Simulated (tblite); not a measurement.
Species: C3H9NO2Si2.
Numbering: `[H]/[N:4]=[CH:3]\[C:2](=[CH2:1])[O:5][SiH2:6][O:7][SiH3:8]` (hydrogens: H9, H10 on C1; H11 on C3; H12 on N4; H13, H14 on Si6; H15, H16, H17 on Si8)

Structure optimised with GFN2-xTB, isolated species.

List the bond lengths, angles and torsions at this level.

```json
{"bond": "C1=C2", "length (Å)": "1.338"}
{"bond": "C2–C3", "length (Å)": "1.472"}
{"bond": "C3=N4", "length (Å)": "1.256"}
{"bond": "C2–O5", "length (Å)": "1.343"}
{"bond": "O5–Si6", "length (Å)": "1.619"}
{"bond": "Si6–O7", "length (Å)": "1.606"}
{"bond": "O7–Si8", "length (Å)": "1.619"}
{"bond": "C1–H9", "length (Å)": "1.074"}
{"bond": "C1–H10", "length (Å)": "1.076"}
{"bond": "C3–H11", "length (Å)": "1.086"}
{"bond": "N4–H12", "length (Å)": "1.018"}
{"bond": "Si6–H13, Si6–H14", "length (Å)": "1.459"}
{"bond": "Si8–H15, Si8–H16, Si8–H17", "length (Å)": "1.462"}
```

Bonds in one row agree within 0.01 Å and their mean is given. A selection of angles:
```json
{"angle": "C1–C2–C3", "degrees": "120.1"}
{"angle": "C1–C2–O5", "degrees": "119.6"}
{"angle": "C3–C2–O5", "degrees": "120.3"}
{"angle": "C2–C3–N4", "degrees": "129.9"}
{"angle": "C2–O5–Si6", "degrees": "141.9"}
{"angle": "O5–Si6–O7", "degrees": "104.5"}
{"angle": "Si6–O7–Si8", "degrees": "162.9"}
{"angle": "H12–N4–C3", "degrees": "115.8"}
```

Torsions: C1–C2–C3–N4 -176° (antiperiplanar); C1–C2–O5–Si6 -172° (antiperiplanar); C2–O5–Si6–O7 170° (antiperiplanar); O5–Si6–O7–Si8 22° (synperiplanar); H12–N4–C3–C2 0° (synperiplanar). The mirror-image conformer, all signs reversed, is as good.

Of the pairs four or more bonds apart, Si6···H12 is among the closest relative to their van der Waals radii: 2.50 Å, 76 % of the sum of Bondi's values. Si6 (oxygen-bound silicon) is distorted tetrahedral (angles from 104.5° to 116.3°). Si8 (oxygen-bound silicon) is distorted tetrahedral (angles from 104.3° to 112.7°). The C–C distances run from 1.338 Å (C1=C2, drawn double) to 1.472 Å (C2–C3, drawn single), a spread of 0.134 Å.

GFN2-xTB frequencies show an imaginary mode (23i cm⁻¹), so the point is no minimum at that level.

On Arm Neoverse V1, one thread, no GPU, shared host with 32 logical CPUs at a one-minute load of 22, this took 0.93 s of wall time. That covers the optimisation of the geometry.

All values are computed, not measured.
